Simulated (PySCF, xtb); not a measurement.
Hf(OH)2 (H2HfO2), SMILES [OH][Hf][OH] (connectivity only; charge and spin as stated), neutral, multiplicity 3. Other conformers were not sampled.

Harmonic wavenumbers (cm⁻¹) from GFN2-xTB run with xtb at its own minimum, in rising order: 97, 176, 184, 444, 483, 576, 588, 3506, 3517.

What does PySCF with PBE0-D3(BJ)/def2-TZVP give at its own minimum? (An estimate is asked for; the answer gives what the named calculation found.)

64, 344, 372, 400, 410, 647, 684, 4014, 4015. Paired by order, the mean absolute difference is 186 cm⁻¹ and the zero-point energies are 13.7 and 15.7 kcal/mol.
